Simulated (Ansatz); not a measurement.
C₂H₇NSSi (`CN(C)[Si]S`), charge 0, multiplicity 1.

**Question.** Give a relaxed structure at PBE0-D4/def2-TZVP (Ansatz). (Best estimate.)

**Answer.** Computed: 
Cartesian coordinates in Å:
```
C 0.341 -1.025 0.068
N -0.212 0.304 -0.024
C -1.065 0.458 -1.188
Si -0.037 1.705 0.955
S 1.467 1.198 2.434
H -0.447 -1.771 -0.084
H 1.111 -1.196 -0.694
H 0.776 -1.206 1.050
H -1.898 -0.254 -1.161
H -0.504 0.289 -2.115
H -1.477 1.470 -1.221
H 1.946 0.028 1.981
```
This is one stationary point; other conformers may exist.
